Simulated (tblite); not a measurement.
C7H11ClO.
Cartesian coordinates in Å at the GFN2-xTB level; atoms count from 1:
```xyz
20
C7H11ClO angstrom
C      2.6122   -0.0300    0.8275
C      1.3880   -0.1128   -0.0343
C      0.1561   -0.1079    0.5032
C     -1.1614   -0.1635   -0.1939
C     -2.1977   -0.8724    0.6760
C     -1.6058    1.2738   -0.5001
C      1.5570   -0.2222   -1.4790
O      0.7440   -0.0859   -2.3393
Cl     3.2225   -0.6320   -1.9685
H      3.1749   -0.9608    0.7837
H      3.2654    0.7695    0.4839
H      2.3332    0.1611    1.8602
H      0.0898   -0.0363    1.5830
H     -1.0608   -0.6940   -1.1441
H     -1.8725   -1.8825    0.9148
H     -2.3563   -0.3300    1.6060
H     -3.1469   -0.9340    0.1499
H     -2.5768    1.2653   -0.9878
H     -0.8896    1.7522   -1.1622
H     -1.6806    1.8531    0.4180
```

Calculated harmonic vibrations of the isolated species, GFN2-xTB (tblite), most abundant isotopes, no scaling. Errors from tens to a few hundred cm⁻¹ against measured bands are possible. One conformer, not necessarily the lowest.

Harmonic wavenumbers (cm⁻¹): 30.0, 62.1, 121.0, 154.4, 180.2, 203.1, 228.2, 246.3, 288.1, 322.9, 355.1, 404.3, 426.7, 463.6, 525.2, 638.4, 657.0, 858.1, 880.7, 914.6, 948.8, 984.0, 987.6, 1034.0, 1045.3, 1127.8, 1141.0, 1189.5, 1217.7, 1280.8, 1306.6, 1346.2, 1397.7, 1405.1, 1416.0, 1468.5, 1476.5, 1488.9, 1492.3, 1501.3, 1505.0, 1642.2, 1781.1, 2965.0, 3020.2, 3027.0, 3030.6, 3033.8, 3036.7, 3039.3, 3044.3, 3048.3, 3050.9, 3055.7.

A = 2571, B = 754.6, C = 655.7 MHz; mass 146.050 u (most abundant isotopes); point group C1, symmetry number 1.

Question: Zero-point energy?

Answer: Half the sum of the wavenumbers: 35748 cm⁻¹ = 427.64 kJ/mol.

Question: Give the ideal-gas entropy at 273.15 K and 1 bar in the rigid-rotor, harmonic-oscillator model (classical rotation).

Answer: Translation 169.19, rotation 124.07, vibration 127.19: S = 420.5 J/(mol K).

Question: And Cp and H(273.15 K) − H(0)?

Answer: Cp = 160.61 J/(mol K), of which vibrations give 127.35 (their classical limit is 54 R = 449.0); H(273.15 K) − H(0) = 27.31 kJ/mol without the zero-point energy, 18.23 from vibrations.

Question: Which modes carry the vibrational entropy at 273.15 K?

Answer: 30.0 cm⁻¹: 23.66; 62.1 cm⁻¹: 17.64; 121.0 cm⁻¹: 12.20; 154.4 cm⁻¹: 10.26; 180.2 cm⁻¹: 9.05; 203.1 cm⁻¹: 8.14 J/(mol K); the other 48 give 46.24 together.

Question: Blend soft modes into free rotors: weight 1/[1 + (100 cm⁻¹/ν̃)⁴] for the oscillator and the rest for a rotor with moment μB/(μ + B), μ = h/(8π²ν), B = 10⁻⁴⁴ kg m². What vibrational entropy results?

Answer: 116.27 J/(mol K) in place of 127.19, which changes −T·S at 273.15 K by +2.98 kJ/mol.

Hindered rotation and anharmonicity are outside this model. Other conformers, if any are populated, would add a mixing term that is left out. The structure is chiral; the term R ln 2 for an equal mix with its mirror image is left out.
